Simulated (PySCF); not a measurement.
A PySCF script (with the pyscf-properties extension) for the NMR shieldings of SMILES CC(=S)[C@@H](C)C[SiH](F)F, C$_{5}$H$_{10}$F$_{2}$SSi, on a GFN2-xTB geometry:

```python
import basis_set_exchange as bse
import numpy as np
from pyscf import gto, dft
from pyscf.prop import nmr

atoms = """
C    -1.714360    0.991740   -0.345430
C    -0.903647    0.521784    0.808037
S    -0.995755    1.262499    2.252334
C     0.026223   -0.644025    0.623141
C    -0.769562   -1.937708    0.408723
C     1.006888   -0.414178   -0.537824
Si    2.076113    1.138805   -0.372797
F     1.274684    2.401759   -0.946736
F     3.276281    1.023534   -1.426242
H    -1.102209    1.646827   -0.967516
H    -2.056671    0.165310   -0.964678
H    -2.567121    1.570081    0.002065
H     0.598498   -0.754272    1.550028
H    -1.493228   -2.075235    1.209111
H    -1.298839   -1.923219   -0.541062
H    -0.091329   -2.787788    0.408124
H     1.653271   -1.292136   -0.601369
H     0.447658   -0.376891   -1.476822
H     2.623301    1.492363    0.911450
"""
names = dict.fromkeys(["C", "S", "Si", "F", "H"], "pcSseg-1")
basis = {el: gto.basis.parse(bse.get_basis(n, elements=[el], fmt="nwchem")) for el, n in names.items()}
mol = gto.M(atom=atoms, basis=basis, charge=0, verbose=0)
mf = dft.RKS(mol, xc="PBE0")
mf.grids.level = 2
mf.grids.alignment = dft.numint.BLKSIZE   # the property module wants whole blocks of grid points
mf.conv_tol = 1e-9
mf.kernel()

calc = nmr.RKS(mf)   # GIAO
C = mf.mo_coeff
Co = C[:, mf.mo_occ > 0]
resp = mf.gen_response(singlet=True, hermi=2)
def vind(x):   # induced exchange potential for any number of trial vectors
    d = np.einsum("pi,xij,qj->xpq", C, 2 * x.reshape(-1, C.shape[1], Co.shape[1]), Co, optimize=True)
    return np.einsum("xpq,pi,qj->xij", resp(d - d.transpose(0, 2, 1)), C, Co, optimize=True).ravel()
mo1, _ = nmr.rhf.solve_mo1(calc, with_cphf=vind)
sigma = calc.kernel(mo1)
for i, s in enumerate(sigma):   # ppm
    w = np.linalg.eigvalsh((s + s.T) / 2)
    print("%2d %-2s iso %8.1f  s11 %8.1f  s22 %8.1f  s33 %8.1f" % (i, mol.atom_pure_symbol(i), w.mean(), *w))
```

Task: What are the results?

Result: 
```
 0 C  iso    150.7  s11    122.4  s22    147.6  s33    182.2
 1 C  iso    -97.7  s11   -271.8  s22   -166.9  s33    145.5
 2 S  iso   -521.8  s11  -1688.1  s22   -385.1  s33    507.7
 3 C  iso    128.7  s11    109.3  s22    115.5  s33    161.3
 4 C  iso    159.7  s11    143.2  s22    148.9  s33    187.1
 5 C  iso    162.1  s11    152.0  s22    154.0  s33    180.5
 6 Si iso    351.5  s11    314.1  s22    333.2  s33    407.1
 7 F  iso    334.1  s11    261.1  s22    367.2  s33    374.0
 8 F  iso    321.8  s11    245.0  s22    353.0  s33    367.4
 9 H  iso     28.7  s11     24.4  s22     29.0  s33     32.6
10 H  iso     28.7  s11     24.6  s22     29.5  s33     31.9
11 H  iso     28.5  s11     24.7  s22     27.9  s33     32.9
12 H  iso     28.2  s11     26.3  s22     26.5  s33     31.7
13 H  iso     30.3  s11     26.3  s22     27.8  s33     36.9
14 H  iso     30.4  s11     26.8  s22     29.8  s33     34.6
15 H  iso     30.4  s11     26.7  s22     27.8  s33     36.6
16 H  iso     30.7  s11     26.2  s22     29.9  s33     36.0
17 H  iso     30.3  s11     27.6  s22     29.8  s33     33.5
18 H  iso     26.8  s11     22.7  s22     25.0  s33     32.7
```

These numbers come from an equivalent density-fitted implementation of the same equations, which agrees with the script to about 0.01 ppm for H and up to a few tenths of a ppm for heavy atoms, so last digits may differ.

Task: Turn these shieldings into chemical shifts. Shifts are taken against calculated references (same method and geometry level): $^{13}$C (σ = 186.93 ppm), $^{29}$Si (σ = 349.16 ppm), $^{1}$H (σ = 31.72 ppm) vs TMS; $^{33}$S (σ = 503.73 ppm) vs CS2; $^{19}$F (σ = 170.95 ppm) against CFCl3.

Result: Averaging equivalent atoms: C 1: 284.6; C 3: 58.2; C 0: 36.2; C 4: 27.2; C 5: 24.8; S 2: 1026; Si 6: -2.3; F 8: -150.9; F 7: -163.1; H 18: 4.91; H 12: 3.56; H 9/10/11: 3.11; H 17: 1.40; H 13/14/15: 1.34; H 16: 1.02 ppm. Unscaled 19F shifts against computed CFCl3 carry errors that often reach 10 to 50 ppm.

Size and cost of the density-fitted run: 217 basis functions, 76 s wall time on 1 thread of an Arm Neoverse V1, shared host; peak memory 1.1 GiB.
